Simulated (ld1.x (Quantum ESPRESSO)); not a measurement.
Building the PAW potential for Pr (PW91, scalar-relativistic).

The input file (ld1.x (Quantum ESPRESSO) 7.5):

```
&input
   title='Pr', zed=59., rel=1, dft='PW91', iswitch=3,
   config='[Xe] 4f3 5d0 6s2 6p0',
   nld=4, rlderiv=2.90, eminld=-10.0, emaxld=5.0, deld=0.04
 /
 &inputp
   pseudotype=3, lpaw=.true., tm=.true., lloc=-2, rcloc=1.75,
   nlcc=.true., new_core_ps=.true., rcore=0.85,
   which_augfun='PSQ', rmatch_augfun_nc=.true.,
   file_pseudopw='Pr.UPF', file_wfcaegen='ae.wfc', file_wfcncgen='nc.wfc', file_beta='beta', file_chi='chi', file_wfcusgen='us.wfc'
 /
8
5S  1  0   2.00   0.00  2.05  2.65  0.0
6S  2  0   2.00   0.00  2.05  2.65  0.0
5P  2  1   6.00   0.00  2.30  2.45  0.0
6P  3  1   0.00   0.00  2.30  2.45  0.0
4D  3  2  10.00   0.00  1.30  1.45  0.0
5D  4  2   0.00   0.00  1.30  1.45  0.0
4F  4  3   3.00   0.00  0.80  1.05  0.0
4F  4  3   0.00   0.25  0.80  1.05  0.0
 &test
   configts(1)='4d10 4f3 5s2 5p6 5d0 6s2 6p0'
 /
```

Command:

```bash
ld1.x < Pr.in > Pr.out
```

Output (shortened: banner, matrices, multipoles, cross overlaps and the repeated all-electron block are left out):

```
Program LD1 v.7.5
     --------------------------- All-electron run ----------------------------

     Pr
     scalar relativistic calculation

     atomic number is 59.00
     dft =PW91   lsd =0 sic =0 latt =0  beta=0.20 tr2=1.0E-14
     Exchange-correlation= PW91
                           (   1   4   2   2   0   0   0)
     mesh =1255 r(mesh) =  99.23220 a.u. xmin = -7.00 dx = 0.01250
     1 Ry =  13.60569312 eV, c = 137.03599908

     n l     nl                  e(Ry)          e(Ha)          e(eV)
     1 0     1S 1( 2.00)     -3073.8549     -1536.9274    -41821.9261
     2 0     2S 1( 2.00)      -494.5120      -247.2560     -6728.1787
     2 1     2P 1( 6.00)      -442.4851      -221.2425     -6020.3164
     3 0     3S 1( 2.00)      -106.6836       -53.3418     -1451.5040
     3 1     3P 1( 6.00)       -90.2073       -45.1037     -1227.3335
     4 0     4S 1( 2.00)       -21.2027       -10.6014      -288.4777
     4 1     4P 1( 6.00)       -15.8203        -7.9101      -215.2457
     3 2     3D 1(10.00)       -67.0749       -33.5375      -912.6008
     5 0     5S 1( 2.00)        -2.8718        -1.4359       -39.0735
     5 1     5P 1( 6.00)        -1.5807        -0.7903       -21.5059
     4 2     4D 1(10.00)        -8.1245        -4.0623      -110.5395
     4 3     4F 1( 3.00)        -0.0957        -0.0479        -1.3024
     5 2     5D 1( 0.00)        -0.1513        -0.0757        -2.0588
     6 0     6S 1( 2.00)        -0.2569        -0.1284        -3.4952
     6 1     6P 1( 0.00)        -0.0935        -0.0468        -1.2727

     final scf error:  3.8E-15 reached in  33 iterations

     Etot =  -18476.983070 Ry,   -9238.491535 Ha, -251392.161492 eV

     Ekin =   19624.903827 Ry,    9812.451914 Ha,  267010.419039 eV
     Encl =  -44825.803617 Ry,  -22412.901808 Ha, -609886.128004 eV
     Eh   =    7157.763816 Ry,    3578.881908 Ha,   97386.337923 eV
     Exc  =    -433.847096 Ry,    -216.923548 Ha,   -5902.790451 eV

     normalization and overlap integrals

     s(1S/1S) =  1.000000  <r> =   0.0241  <r2> =    0.0008  r(max) =   0.0153
     s(2S/2S) =  1.000000  <r> =   0.1031  <r2> =    0.0125  r(max) =   0.0872
     s(2P/2P) =  1.000000  <r> =   0.0905  <r2> =    0.0100  r(max) =   0.0705
     s(3S/3S) =  1.000000  <r> =   0.2723  <r2> =    0.0847  r(max) =   0.2491
     s(3P/3P) =  1.000000  <r> =   0.2704  <r2> =    0.0848  r(max) =   0.2429
     s(4S/4S) =  1.000000  <r> =   0.6224  <r2> =    0.4371  r(max) =   0.5755
     s(4P/4P) =  1.000000  <r> =   0.6594  <r2> =    0.4944  r(max) =   0.6050
     s(3D/3D) =  1.000000  <r> =   0.2475  <r2> =    0.0722  r(max) =   0.2014
     s(5S/5S) =  1.000000  <r> =   1.5071  <r2> =    2.5551  r(max) =   1.3464
     s(5P/5P) =  1.000000  <r> =   1.7670  <r2> =    3.5494  r(max) =   1.5257
     s(4D/4D) =  1.000000  <r> =   0.7272  <r2> =    0.6139  r(max) =   0.6360
     s(4F/4F) =  1.000002  <r> =   1.2087  <r2> =    2.1557  r(max) =   0.6942
     s(5D/5D) =  1.000000  <r> =   3.3241  <r2> =   13.7137  r(max) =   2.2761
     s(6S/6S) =  1.000000  <r> =   4.4895  <r2> =   22.8814  r(max) =   3.8476
     s(6P/6P) =  1.000000  <r> =   6.2259  <r2> =   44.4285  r(max) =   5.0655

     ------------------------ End of All-electron run ------------------------

     --------------------- Generating PAW atomic setup --------------------

      Generating local potential from pseudized AE potential:
      Matching radius rcloc =   1.7500
      Enforcing V''(0)=0 (lloc=-2)

      Local pseudo, rcloc= 1.729 Estimated cut-off energy=    10.51 Ry

      Computing core charge for nlcc:

       r > 0.86 : true rho core
      Core charge pseudized with two Bessel functions
      Integrated core pseudo-charge :  13.31
      Wfc-us  5S rcutus= 2.644  Estimated cut-off energy=     8.08 Ry
      Wfc-us  6S rcutus= 2.644  Estimated cut-off energy=    16.42 Ry
      Wfc-us  5P rcutus= 2.453  Estimated cut-off energy=    13.87 Ry
      Wfc-us  6P rcutus= 2.453  Estimated cut-off energy=    24.03 Ry
      Wfc-us  4D rcutus= 1.451  Estimated cut-off energy=    59.54 Ry
      Wfc-us  5D rcutus= 1.451  Estimated cut-off energy=    48.91 Ry
      Wfc-us  4F rcutus= 1.049  Estimated cut-off energy=   141.16 Ry
      Wfc-us  4F rcutus= 1.049  Estimated cut-off energy=   142.53 Ry

     Required augmentation: PSQ   radius:    2.650000

     Q pseudized with Bessel functions
     Expected ecutrho=     877.3343 due to l1=  3   l2=  3

     Estimated PAW energy = -848.878446 Ryd

     ------------------- End of pseudopotential generation -------------------

     Computing logarithmic derivative in   2.90442
     Computing logarithmic derivative in   2.90442
     Computing the partial wave expansion
     R is outside the sphere for l=    0 j= 0.00
     R is outside the sphere for l=    0 j= 0.00
     R is outside the sphere for l=    1 j= 0.00
     R is outside the sphere for l=    1 j= 0.00
     R is outside the sphere for l=    2 j= 0.00
     R is outside the sphere for l=    2 j= 0.00
     R is outside the sphere for l=    3 j= 0.00
     R is outside the sphere for l=    3 j= 0.00

     ---------------------- Testing the pseudopotential ----------------------

     Pr
     scalar relativistic calculation

     atomic number is 59.00   valence charge is 23.00
     dft = SLA  PW   GGX  GGC   lsd =0 sic =0 latt =0  beta=0.20 tr2=1.0E-14
     mesh =1255 r(mesh) =  99.23220 xmin = -7.00 dx = 0.01250

     n l     nl             e AE (Ry)        e PS (Ry)    De AE-PS (Ry)
     3 2     4D   1(10.00)       -8.12450       -8.12462        0.00012
     4 3     4F   1( 3.00)       -0.09572       -0.09583        0.00011
     1 0     5S   1( 2.00)       -2.87185       -2.87194        0.00009
     2 1     5P   1( 6.00)       -1.58065       -1.58074        0.00009
     4 2     5D   1( 0.00)       -0.15132       -0.15137        0.00005
     2 0     6S   1( 2.00)       -0.25689       -0.25694        0.00004
     3 1     6P   1( 0.00)       -0.09354       -0.09359        0.00005

     eps = 5.3E-15  iter = 12

     Etot =  -18476.983070 Ry,   -9238.491535 Ha, -251392.161492 eV
     Etotps =  -848.878444 Ry,    -424.439222 Ha,  -11549.579604 eV

     Ekin =     714.444702 Ry,     357.222351 Ha,    9720.515373 eV
     Encl =   -1510.402924 Ry,    -755.201462 Ha,  -20550.078672 eV
     Ehrt =     380.926727 Ry,     190.463363 Ha,    5182.772150 eV
     Ecxc =    -433.846949 Ry,    -216.923475 Ha,   -5902.788455 eV
     (Ecc =     -38.855604 Ry,     -19.427802 Ha,    -528.657422 eV)

     ---------------------- End of pseudopotential test ----------------------
```

Generation and configuration tests took about 5.7 s on one core of a shared server CPU.
